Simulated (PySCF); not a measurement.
## Correlation energy of Cl⁺ (chlorine, charge +1)

[Ne] 3s2 3p4, high-spin 3P determinant. All numbers are calculated (PySCF 2.14, the non-relativistic Hamiltonian (point nucleus), in 6-31G* (4s3p1d, 18 functions)). Frozen: [Ne]; 6 electrons correlated.

MP2 pair energies summed by pair of shells (mhartree):

```tsv
pair	energy	share (%)
3p-3p	-39.97	47.6
3s-3p	-36.81	43.9
3s-3s	-7.13	8.5
```

Total MP2 correlation energy: -83.91 mhartree.

Same-spin part -20.04 and opposite-spin part -63.87 mhartree; SCS-MP2 scales them by 1/3 and 6/5 to -83.33 mhartree.

| level | correlation energy (mhartree) |
| --- | --- |
| CCSD | -102.63 |
| (T) | -1.16 |
| CCSD(T) | -103.79 |

Diagnostics: T1 = 0.0058, D1 = 0.0189, largest double amplitude 0.049.

Cost of the coupled-cluster step: 0.09 s of wall time on 1 thread of Neoverse-V1 (shared host), for 6 correlated electrons.

Iterations:

```
CC2 = 0
CCSD nocc = (np.int64(4), np.int64(2)), nmo = (13, 13)
frozen orbitals [[0, 1, 2, 3, 4], [0, 1, 2, 3, 4]]
max_cycle = 100
direct = 0
conv_tol = 1e-08
conv_tol_normt = 1e-06
diis_space = 8
diis_start_cycle = 0
Init t2, MP2 energy = -0.0839144586936496
Init E_corr(UCCSD) = -0.0839144586943933
cycle = 1  E_corr(UCCSD) = -0.0983800208197066  dE = -0.0144655621  norm(t1,t2) = 0.0345475
cycle = 2  E_corr(UCCSD) = -0.10138913538636  dE = -0.00300911457  norm(t1,t2) = 0.010593
cycle = 3  E_corr(UCCSD) = -0.102651009094925  dE = -0.00126187371  norm(t1,t2) = 0.00388533
cycle = 4  E_corr(UCCSD) = -0.102627299154992  dE = 2.37099399e-05  norm(t1,t2) = 0.000408716
cycle = 5  E_corr(UCCSD) = -0.102630861530405  dE = -3.56237541e-06  norm(t1,t2) = 0.000100182
cycle = 6  E_corr(UCCSD) = -0.1026301333471  dE = 7.28183305e-07  norm(t1,t2) = 2.24869e-05
cycle = 7  E_corr(UCCSD) = -0.102630345245908  dE = -2.11898808e-07  norm(t1,t2) = 3.46262e-06
cycle = 8  E_corr(UCCSD) = -0.102630274946139  dE = 7.02997686e-08  norm(t1,t2) = 4.65002e-07
cycle = 9  E_corr(UCCSD) = -0.102630283112841  dE = -8.16670141e-09  norm(t1,t2) = 8.93888e-08
UCCSD converged
E(UCCSD) = -459.1161691125778  E_corr = -0.1026302831128408
UCCSD(T) correction = -0.00115962798273287
```
